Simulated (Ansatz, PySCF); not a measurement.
Reaction (SMILES): C#C (C2H2) [acetylene] -> [C-]#C + H+
Geometries: B3LYP-D3(BJ)/def2-TZVP minima from Ansatz (a first-principles code).

Property: gas-phase deprotonation energy (enthalpy at 298 K, with B3LYP-D3(BJ) rigid-rotor harmonic-oscillator terms from PySCF), in kcal/mol. Cores are frozen in the correlated levels unless marked. No spin-orbit coupling. No relativistic terms. Anions need diffuse functions: aug- sets have them; def2-D sets add few; the other sets have none. CBS marks a two-point X^-3 extrapolation of the correlation energy; Hartree-Fock from the larger set.

CCSD(T)/CBS(aug-cc-pVTZ,aug-cc-pVQZ) (Ansatz) gives 377.9 kcal/mol.

Task: Another calculation gave 376.7 kcal/mol. Which level was it?
A. SVWN5/def2-TZVPD (Ansatz)
B. M06-L/def2-TZVPD (PySCF)
C. BLYP/def2-TZVPD (Ansatz)
D. wB97X-V/def2-TZVPD (Ansatz)

Result: C, BLYP/def2-TZVPD (Ansatz). The others give 382.2 (M06-L), 379.3 (wB97X-V), 371.3 (SVWN5) kcal/mol.
